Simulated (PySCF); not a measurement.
Dipole response of Rh²⁺ (rhodium, charge +2)

[Kr] 4d7, high-spin 4F determinant. Computed with PySCF 2.14 in aug-cc-pwCVDZ-PP with ECP28MDF (6s6p5d3f, 70 functions), with a scalar-relativistic core potential. Coupled (time-dependent) response in atomic units; α is the mean over directions. A double-zeta set is small for polarisabilities.

| method | mean α (bohr³) | C₆ (like pair) | S(−4) |
| --- | --- | --- | --- |
| UHF | 6.514 | 34.12 | 10.32 |
| PBE | 7.448 | 39.57 | 16.22 |
| PBE0 | 7.127 | 37.74 | 13.88 |
| wB97M-V | 7.223 | 38.13 | 15.05 |

S(−4) is the Cauchy moment in α(ω) = α(0) + S(−4) ω² + …

Spin-orbit coupling is absent.

α(iu) at wB97M-V:

```json
{"u (hartree)": "0", "α(iu) (bohr³)": "7.223"}
{"u (hartree)": "0.0500", "α(iu) (bohr³)": "7.186"}
{"u (hartree)": "0.100", "α(iu) (bohr³)": "7.079"}
{"u (hartree)": "0.200", "α(iu) (bohr³)": "6.704"}
{"u (hartree)": "0.300", "α(iu) (bohr³)": "6.221"}
{"u (hartree)": "0.500", "α(iu) (bohr³)": "5.254"}
{"u (hartree)": "0.750", "α(iu) (bohr³)": "4.273"}
{"u (hartree)": "1.00", "α(iu) (bohr³)": "3.517"}
{"u (hartree)": "1.50", "α(iu) (bohr³)": "2.452"}
{"u (hartree)": "2.00", "α(iu) (bohr³)": "1.775"}
{"u (hartree)": "3.00", "α(iu) (bohr³)": "1.026"}
{"u (hartree)": "5.00", "α(iu) (bohr³)": "0.4529"}
```

A single London oscillator, α(iu) = α/(1 + u²/ω²), gives C₆ = (3/4) ω α². Matching the computed C₆ needs ω = 4 × 38.13 / (3 × 7.223²) = 0.974 hartree.

For an ion, C₆ is the dispersion term alone; charge-induced terms of lower order in 1/R come first.

Energies and moments cover only the electrons outside the core potential.
